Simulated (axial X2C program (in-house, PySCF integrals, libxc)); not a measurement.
## TiC⁻: properties at the nuclei

Calculated with an in-house all-electron X2C program for linear molecules (integrals from PySCF): two-component X2C with atomic mean-field Coulomb and Gaunt terms, Gaussian nuclei, basis Ti dyall-acv3z, C dyall-av3z with contracted cores.

R = 1.666 Å (near the PBE0 minimum at charge -1 of the determinant lowest at the starting distance; the state shown can have its own minimum elsewhere).

Input and command:
```json
{"zs": [22, 6], "q": -1, "bas": ["dyall-acv3z", "dyall-av3z"], "r0": 1.84, "levels": ["PBE0", "HF", "LDA", "B3LYP", "BP86"], "nst": 3}
```
```bash
python soeom.py task.json out
```

Keys: zs atomic numbers; q charge; bas basis sets; r0 starting distance in Å; levels methods; nst determinants followed.

Determinant lowest in the PBE0 search, Ω = 1/2 (⟨Sz⟩ = 0.50, ⟨Lz⟩ = 0.00 at PBE0), spin on the atoms Ti 0.30, C 0.20:

```csv
level,Eeff magnitude (GV/cm),Ws magnitude Ti (kHz),Ws magnitude C (kHz),A∥/gI Ti (MHz),qzz Ti (a.u.),A∥/gI C (MHz),qzz C (a.u.)
PBE0,0.047,0.00907,0.00175,381,-1.59,58.9,0.19
B3LYP,0.18,0.113,0.000226,389,-1.73,50.9,0.11
```

Determinant 0.56 eV from it at PBE0 and this distance, Ω = 1/2 (⟨Sz⟩ = -1.50, ⟨Lz⟩ = 2.00 at PBE0), spin on the atoms Ti -1.29, C -0.21:

```json
{"level": "PBE0", "Eeff magnitude (GV/cm)": "0.25", "Ws magnitude Ti (kHz)": "0.169", "A∥/gI Ti (MHz)": "-182", "qzz Ti (a.u.)": "-0.36", "A∥/gI C (MHz)": "-130", "qzz C (a.u.)": "0.54"}
{"level": "HF", "Eeff magnitude (GV/cm)": "0.764", "Ws magnitude Ti (kHz)": "0.598", "A∥/gI Ti (MHz)": "375", "qzz Ti (a.u.)": "-0.19", "A∥/gI C (MHz)": "-114", "qzz C (a.u.)": "0.71"}
{"level": "LDA", "Eeff magnitude (GV/cm)": "0.252", "Ws magnitude Ti (kHz)": "0.175", "A∥/gI Ti (MHz)": "-956", "qzz Ti (a.u.)": "-0.93", "A∥/gI C (MHz)": "-159", "qzz C (a.u.)": "0.52"}
{"level": "B3LYP", "Eeff magnitude (GV/cm)": "0.264", "Ws magnitude Ti (kHz)": "0.181", "A∥/gI Ti (MHz)": "-314", "qzz Ti (a.u.)": "-0.43", "A∥/gI C (MHz)": "-142", "qzz C (a.u.)": "0.56"}
{"level": "BP86", "Eeff magnitude (GV/cm)": "0.269", "Ws magnitude Ti (kHz)": "0.188", "A∥/gI Ti (MHz)": "-950", "qzz Ti (a.u.)": "-0.97", "A∥/gI C (MHz)": "-165", "qzz C (a.u.)": "0.51"}
```

Eeff is the effective electric field on the electron electric dipole moment in this Ω state and Ws the scalar–pseudoscalar constant of the nucleus named (defined with the proton number Z and per Ω); A∥ (defined per Ω) follows by multiplying with gI = μI/(I μN); qzz is the electric field gradient, eQq0 = 234.96 MHz × Q/barn × qzz. The operators were transformed with the bare-nucleus X2C matrices; with these basis sets, hyperfine constants and field gradients can be off by tens of per cent, and where levels differ in sign neither size nor sign is settled.

(1) With gI(47Ti) = -0.3154, Q(47Ti) = 0.302 barn, gI(13C) = 1.4048 (g factors from the IAEA table of nuclear moments by Stone; Q from Pyykkö, Mol. Phys. 2018), turn the PBE0 values of the first state into constants in MHz.

Each state is one determinant with collinear spin, which with several unpaired electrons need not be a pure state. Unrestricted Hartree–Fock can overshoot spin polarisation at the nuclei. For an anion, determinants above electron detachment, or with a positive highest level, are held by the basis set. With several open shells hyperfine constants can be off by a factor of several. Where Eeff spreads by more than a factor of two the levels disagree and none is to be relied on. Left out as unconverged or as another state under the same occupation: BP86, HF, LDA in at least one table. The search compared states at one distance, so a state with another bond length can lie lower. Further determinants of the search, some of them spin-mixed, are not shown. PBE0 term energies can be off by some tenths of an eV.

Results:

(1) A∥(47Ti) = 381 × -0.3154 = -120 MHz; eQq0(47Ti) = 234.96 × (0.302) × (-1.59) = -113 MHz; A∥(13C) = 58.9 × 1.4048 = 82.7 MHz.
